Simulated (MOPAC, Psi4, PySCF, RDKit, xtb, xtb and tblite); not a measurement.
Two geometries of C9H12, SMILES c1c(cccc1)C(C)C, relaxed at GFN2-xTB with one dihedral held; other torsions can differ between them too.

Structure A

```
21

C     -2.1783    -0.5025     0.8236
C     -1.3180     0.4976     0.0508
C     -1.7289     0.5293    -1.4246
C      0.1566     0.1912     0.1538
C      1.0619     1.2148     0.4052
C      2.4215     0.9655     0.4654
C      2.9001    -0.3180     0.2693
C      2.0093    -1.3450     0.0095
C      0.6509    -1.0911    -0.0514
H     -2.1401    -1.4883     0.3678
H     -3.2155    -0.1741     0.8301
H     -1.8352    -0.5839     1.8529
H     -1.4883     1.4936     0.4751
H     -1.1414     1.2671    -1.9670
H     -1.5654    -0.4429    -1.8844
H     -2.7820     0.7851    -1.5199
H      0.6965     2.2207     0.5606
H      3.1085     1.7752     0.6652
H      3.9608    -0.5165     0.3166
H      2.3747    -2.3495    -0.1492
H     -0.0272    -1.9045    -0.2621
```

Structure B

```
21

C     -2.1755    -0.5143     0.8106
C     -1.3090     0.4854     0.0382
C     -1.8295     0.5896    -1.3977
C      0.1665     0.1351     0.1009
C      1.0348     0.4599    -0.9367
C      2.3842     0.1609    -0.8660
C      2.9045    -0.4674     0.2505
C      2.0582    -0.7846     1.2974
C      0.7098    -0.4840     1.2229
H     -1.9752    -1.5290     0.4732
H     -3.2283    -0.2976     0.6422
H     -1.9977    -0.4598     1.8808
H     -1.4289     1.4701     0.5117
H     -1.3949     1.4364    -1.9218
H     -1.6053    -0.3202    -1.9504
H     -2.9085     0.7288    -1.3890
H      0.6670     0.9540    -1.8217
H      3.0317     0.4229    -1.6906
H      3.9571    -0.7033     0.3060
H      2.4482    -1.2691     2.1812
H      0.0818    -0.7389     2.0618
```

Problem. Which is lower in energy at the level B3LYP-D3(BJ)/def2-SVP // GFN2-xTB run with Psi4, and by how much?

Solution. A is lower, by 2.07 kcal/mol (dihedral C1–C2–C4–C5: -135° in A, 150° in B).

E(B) − E(A) in kcal/mol at the other levels, on the same two geometries: GFN2-xTB (xtb and tblite) 2.70; MMFF94 // GFN2-xTB (RDKit) 3.22; B3LYP/def2-SVP // GFN2-xTB (Psi4) 2.13; PBE/def2-SVP // GFN2-xTB (Psi4) 1.94; PBE-D3(BJ)/def2-SVP // GFN2-xTB (Psi4) 1.92; UFF // GFN2-xTB (RDKit) 6.92; PM6, restricted, heats of formation // GFN2-xTB (MOPAC) 1.67; AM1, restricted, heats of formation // GFN2-xTB (MOPAC) 1.58; GFN1-xTB // GFN2-xTB (xtb) 2.32; restricted B3LYP/6-31G*, spherical d, density fitting // GFN2-xTB (PySCF) 2.35.
